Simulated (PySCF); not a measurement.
Two-dimensional NMR puzzle

Compound of formula C3H10Si2. Correlations simulated from computed shifts and the bond graph:

HSQC (one-bond C–H):
| δH | δC |
| --- | --- |
| 6.55 | 157.7 |
| 5.83 | 124.5 |
| 1.94 | 24.7 |

COSY cross peaks (H two or three bonds apart, from the bond graph; peaks can be absent where the dihedral angle is near 90°):
| δH | δH |
| --- | --- |
| 6.55 | 5.83 |
| 6.55 | 1.94 |
| 5.83 | 4.16 |
| 3.85 | 1.94 |

HMBC (two and three bonds, from the bond graph):
| δH | δC |
| --- | --- |
| 6.55 | 124.5, 24.7 |
| 5.83 | 157.7, 24.7 |
| 4.16 | 157.7, 124.5 |
| 3.85 | 157.7, 24.7 |
| 1.94 | 157.7, 124.5 |

Theoretical values (PySCF 2.14): structure optimised with GFN2-xTB, GIAO PBE0/pcSseg-1 shieldings. In vacuum, single conformer, rapidly exchanging positions averaged, relativity neglected.

δ = σ(ref) − σ, references computed at the same level: 1H, 13C vs TMS.

Exchangeable hydrogens are left out of these lists.

Question: Assemble the structure.

Answer: SMILES [SiH3]/C=C/C[SiH3].

Atom-mapped SMILES (the numbers label the heavy atoms): `[SiH3:1]/[CH:2]=[CH:3]/[CH2:4][SiH3:5]`. Hydrogens are named by the atom that carries them.

1. δC 157.7 is C3, an alkene CH (δH 6.55).
2. δC 124.5 is C2, an alkene CH (δH 5.83).
3. δC 24.7 is C4, an allylic sp3 CH2 bonded to Si (δH 1.94).
4. COSY links 6.55–5.83, 6.55–1.94, 5.83–4.16, 3.85–1.94.

Shifts are as computed. Against solution values, carbons near 30 ppm lie about +3 ppm off and those near 130 ppm about +5 ppm. Of 1211 compounds with measured shifts, 218 miss one by over three times the rms of a fit or turn the order of signals round; such compounds aren't used in these exercises.
